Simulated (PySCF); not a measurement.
Gas-phase reaction: 2 SnI2 + 2 Cl ⇌ SnI4 + SnCl2

Method: PySCF energies (xtb for GFN2) plus ideal-gas RRHO corrections (1 bar). † marks an energy on the PBE0/def2-TZVP geometry and frequencies; other levels use their own. Open shells (unrestricted): Cl (multiplicity 2, electronic degeneracy 6); the rest are closed-shell singlets. GFN2 has no spin-polarisation term. Spin-orbit splitting is ignored; it lowers the true energy and changes the entropy of Cl. B3LYP is the form with VWN-RPA correlation. I, Sn: scalar-relativistic def2 core potential, no spin-orbit coupling. The harmonic model lacks anharmonicity and excited electronic states, which grow with temperature; levels with a mode under 35 cm⁻¹ are left out. Soft modes under 120 cm⁻¹ make the harmonic entropy rough for SnI2, SnI4, SnCl2.

```tsv
level	ΔE electronic, kJ	ΔH°(298 K), kJ	ΔS°(298 K), J/K	ΔG°(800 K), kJ
B3LYP/def2-TZVP†	-497	-493	-273	-277
BLYP/def2-TZVP†	-479	-475	-273	-259
GFN2-xTB	-371	-367	-261	-161
HF/def2-TZVP†	-394	-390	-273	-174
PBE/def2-SVP	-533	-530	-270	-316
PBE0/def2-QZVP†	-548	-544	-273	-328
PBE0/def2-SVP†	-528	-524	-273	-308
```
ΔH° is lowest at PBE0/def2-QZVP† and highest at GFN2-xTB. No reference value is set beside these.
